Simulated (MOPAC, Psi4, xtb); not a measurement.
Conformational energy of SMILES N#Cc1ccc([SeH])s1 (C5H3NSSe). Scanned: dihedral S8–C6–Se7–H11; all other coordinates were relaxed at B3LYP-D3(BJ)/def2-SVP. Points at φ and −φ are mirror images. Heavy atoms are numbered in the order of the SMILES N#Cc1ccc([SeH])s1, hydrogens after them in the order of the atoms that carry them; the mirror image has the same energies with the sign of each dihedral reversed.

Levels: PM7, restricted, heats of formation // B3LYP-D3(BJ)/def2-SVP (MOPAC); GFN1-xTB // B3LYP-D3(BJ)/def2-SVP (xtb); MP2/cc-pVTZ = DF-MP2 (frozen core)/cc-pVTZ // B3LYP-D3(BJ)/def2-SVP in Psi4.

Energies relative to the lowest point of each profile, in kcal/mol:

```json
[
 {"φ / °": "-150", "PM7": "1.1", "GFN1-xTB": "0.9"},
 {"φ / °": "-120", "PM7": "1.3", "GFN1-xTB": "2.6"},
 {"φ / °": "-90", "PM7": "1.0", "GFN1-xTB": "3.4"},
 {"φ / °": "-60", "PM7": "0.4", "GFN1-xTB": "2.3"},
 {"φ / °": "-30", "PM7": "0.1", "GFN1-xTB": "0.7"},
 {"φ / °": "0", "PM7": "0.0", "GFN1-xTB": "0.0"},
 {"φ / °": "30", "PM7": "0.1", "GFN1-xTB": "0.7"},
 {"φ / °": "60", "PM7": "0.4", "GFN1-xTB": "2.3"},
 {"φ / °": "90", "PM7": "1.0", "GFN1-xTB": "3.4"},
 {"φ / °": "120", "PM7": "1.3", "GFN1-xTB": "2.6"},
 {"φ / °": "150", "PM7": "1.1", "GFN1-xTB": "0.9"},
 {"φ / °": "180", "PM7": "0.8", "GFN1-xTB": "0.1"}
]
```

**Question.** Estimate the MP2/cc-pVTZ values at these points.

**Answer.** -150: 1.4; -120: 0.5; -90: 0.0; -60: 0.2; -30: 1.0; 0: 1.5; 30: 1.0; 60: 0.2; 90: 0.0; 120: 0.5; 150: 1.4; 180: 1.9 (kcal/mol).
